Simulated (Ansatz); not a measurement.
Geometry optimisation, Ansatz, RKS PBE/def2-SVP.

The input (input.yaml):

```yaml
crystal:
  periodic: [false, false, false]
  atoms:
    - { symbol: W, position_ang: [0.0, 0.0, 0.0] }
    - { symbol: Cl, position_ang: [0.0, 0.0, 2.74] }
    - { symbol: Cl, position_ang: [2.39, 0.0, 0.0] }
    - { symbol: H, position_ang: [0.0, 1.72, 0.0] }
    - { symbol: Cl, position_ang: [-2.39, 0.0, 0.0] }
    - { symbol: Cl, position_ang: [0.0, -2.39, 0.0] }
    - { symbol: Cl, position_ang: [0.0, 0.0, -2.39] }
    - { symbol: F, position_ang: [1.4082, -1.4764, 0.6779] }
    - { symbol: H, position_ang: [1.038, -1.0883, 1.856] }
basis:
  gaussian: { orbitals: def2-SVP }
hamiltonian:
  xc: pbe
relax:
  f_tol: 0.15
  max_steps: 25
  restrain:
    - { distance: [0, 7], at: 1.85, k: 30.0 }
    - { distance: [8, 1], at: 1.37, k: 30.0 }
    - { distance: [0, 1], at: 3.59, k: 30.0 }
    - { distance: [8, 7], at: 2.12, k: 30.0 }
output:
  orbitals: {}
```

Launched with:

```bash
$ ansatz run input.yaml --threads 4 --pin off --max-ram 5120MiB --backend cpu --events-out ev --progress --plain --runs-dir out
```

Question: Where does it end, and by what steps?

Answer: It converged. The restraints hold the end off the free minimum; the threshold counts their pulls, which the force column leaves out. Restrained pairs: W1–F8 (2.15 → 1.87 Å), Cl2–H9 (1.74 → 1.34 Å), W1–Cl2 (2.74 → 3.59 Å), F8–H9 (1.29 → 2.12 Å). After 13 steps the energy has fallen by 8.401 eV (the restraints' own energy left out); Cl3 moved furthest, 1.45 Å.

```tsv
step	energy less start (eV)	largest force component (eV/Å)	accepted
0	0.0000	7.575	yes
1	-1.5174	6.046	yes
2	-2.5744	5.337	yes
3	-4.5913	3.879	yes
4	-6.1973	2.339	yes
5	-7.1819	1.340	yes
6	-7.7470	0.902	yes
7	-8.0168	0.967	yes
8	-8.1672	0.949	yes
9	-8.2850	0.788	yes
10	-8.3637	0.830	yes
11	-8.3714	0.790	yes
12	-8.3710	1.247	yes
13	-8.4007	0.817	yes
```

```xyz
9
Properties=species:S:1:pos:R:3
W 0.277 -0.367 -0.408
Cl -0.234 -0.411 3.148
Cl 2.052 1.095 -0.889
H 0.356 0.829 0.768
Cl -1.790 0.605 -0.219
Cl -0.717 -2.465 -0.208
Cl 0.040 -0.396 -2.707
F 1.563 -1.159 0.697
H 0.898 -0.964 2.702
```

Run time: 29 s on 4 threads of Intel(R) Xeon(R) Platinum 8488C (Sapphire Rapids), on a shared host, peak memory 0.28 GiB.
